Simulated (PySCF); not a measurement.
PySCF input (M06-2X/6-31G* (5d)):

```python
from pyscf import gto, dft

mol = gto.M(
    atom='''
    C     1.88030700   -0.04919000   -0.13369900
    C     0.59887100   -0.40035600   -0.26352100
    B    -0.55859400    0.45276800    0.29136400
    O    -1.85231100    0.10360900    0.16338400
    H     2.15976100    0.86592000    0.37620400
    H     2.69136400   -0.65284500   -0.52588000
    H     0.36378500   -1.32997800   -0.78424700
    H    -2.47851800    0.72146200    0.55335200
    ''',
    basis='6-31g*',
    charge=0,
    spin=1,
    verbose=4,
)

mf = dft.UKS(mol, xc='m062x')
mf.grids.level = 4
mf.conv_tol = 1e-9
mf.max_cycle = 100
mf.max_memory = 1500
mf.kernel()
if not mf.converged:
    mf = mf.newton()
    mf.kernel(mf.make_rdm1())
mo, _, stable, _ = mf.stability(return_status=True)
if not stable:
    mf.kernel(mf.make_rdm1(mo, mf.mo_occ))
    stable = mf.stability(return_status=True)[2]
mf.dip_moment()
```

From the output:

```
  HOMO = -0.207004560104  LUMO = 0.0195651873249  gap/eV = 6.16528
cycle= 3 E= -178.552778602749  delta_E= -0.0705  |g|= 0.045  |ddm|= 0.321
  alpha nocc = 15  HOMO = -0.217882503097018  LUMO = 0.0153976952393577
  beta  nocc = 14  HOMO = -0.335697292108186  LUMO = 0.0115108515463938
  HOMO = -0.217882503097  LUMO = 0.0115108515464  gap/eV = 6.24211
cycle= 4 E= -178.554146264617  delta_E= -0.00137  |g|= 0.0175  |ddm|= 0.0742
  alpha nocc = 15  HOMO = -0.219380927986062  LUMO = 0.0168676556145284
  beta  nocc = 14  HOMO = -0.328942153093316  LUMO = 0.0136504336891821
  HOMO = -0.219380927986  LUMO = 0.0136504336892  gap/eV = 6.34111
cycle= 5 E= -178.554425486162  delta_E= -0.000279  |g|= 0.00506  |ddm|= 0.0384
  alpha nocc = 15  HOMO = -0.219491616984556  LUMO = 0.0165102723981025
  beta  nocc = 14  HOMO = -0.330035213267551  LUMO = 0.0111344592320548
  HOMO = -0.219491616985  LUMO = 0.0111344592321  gap/eV = 6.27566
cycle= 6 E= -178.554454366681  delta_E= -2.89e-05  |g|= 0.00216  |ddm|= 0.012
  alpha nocc = 15  HOMO = -0.220222807776897  LUMO = 0.016422370854059
  beta  nocc = 14  HOMO = -0.330024611086895  LUMO = 0.00940656501570292
  HOMO = -0.220222807777  LUMO = 0.0094065650157  gap/eV = 6.24853
cycle= 7 E= -178.554458846281  delta_E= -4.48e-06  |g|= 0.0013  |ddm|= 0.00487
  alpha nocc = 15  HOMO = -0.220120037454521  LUMO = 0.0165050547121122
  beta  nocc = 14  HOMO = -0.329954443740294  LUMO = 0.00931592884190113
  HOMO = -0.220120037455  LUMO = 0.0093159288419  gap/eV = 6.24327
cycle= 8 E= -178.554460133121  delta_E= -1.29e-06  |g|= 0.00049  |ddm|= 0.00178
  alpha nocc = 15  HOMO = -0.220086662551843  LUMO = 0.0165453572994241
  beta  nocc = 14  HOMO = -0.329984913074154  LUMO = 0.00943274117772974
  HOMO = -0.220086662552  LUMO = 0.00943274117773  gap/eV = 6.24554
cycle= 9 E= -178.55446040165  delta_E= -2.69e-07  |g|= 0.000148  |ddm|= 0.000769
  alpha nocc = 15  HOMO = -0.220114210647202  LUMO = 0.016534323724791
  beta  nocc = 14  HOMO = -0.329996130942735  LUMO = 0.00940499320933252
  HOMO = -0.220114210647  LUMO = 0.00940499320933  gap/eV = 6.24554
cycle= 10 E= -178.554460456113  delta_E= -5.45e-08  |g|= 5.51e-05  |ddm|= 0.000391
  alpha nocc = 15  HOMO = -0.220101636332407  LUMO = 0.0165381321689786
  beta  nocc = 14  HOMO = -0.32999793352564  LUMO = 0.00941977159836727
  HOMO = -0.220101636332  LUMO = 0.00941977159837  gap/eV = 6.24560
cycle= 11 E= -178.554460465363  delta_E= -9.25e-09  |g|= 1.92e-05  |ddm|= 0.000185
  alpha nocc = 15  HOMO = -0.220103193289214  LUMO = 0.0165366684503394
  beta  nocc = 14  HOMO = -0.329998726283373  LUMO = 0.00941863512320662
  HOMO = -0.220103193289  LUMO = 0.00941863512321  gap/eV = 6.24561
cycle= 12 E= -178.554460466903  delta_E= -1.54e-09  |g|= 8.09e-06  |ddm|= 6.99e-05
  alpha nocc = 15  HOMO = -0.22010317269099  LUMO = 0.0165353419957666
  beta  nocc = 14  HOMO = -0.32999981225325  LUMO = 0.0094193529092883
  HOMO = -0.220103172691  LUMO = 0.00941935290929  gap/eV = 6.24563
cycle= 13 E= -178.554460467224  delta_E= -3.21e-10  |g|= 4.04e-06  |ddm|= 3.21e-05
  alpha nocc = 15  HOMO = -0.220102921441987  LUMO = 0.0165357671321491
  beta  nocc = 14  HOMO = -0.329999227683911  LUMO = 0.00941914068461402
  HOMO = -0.220102921442  LUMO = 0.00941914068461  gap/eV = 6.24561
Extra cycle  E= -178.554460467268  delta_E= -4.44e-11  |g|= 3.13e-06  |ddm|= 8.57e-06
converged SCF energy = -178.554460467268  <S^2> = 0.75321777  2S+1 = 2.0032152
uhf_internal: lowest eigs of H = [0.16618386 0.23165337 0.42391211]
<class 'pyscf.dft.uks.UKS'> wavefunction is stable in the internal stability analysis
Dipole moment(X, Y, Z, Debye): -0.40828,  0.64030,  0.39061
```

The geometry given is a B3LYP-D3(BJ)/def2-TZVP minimum.
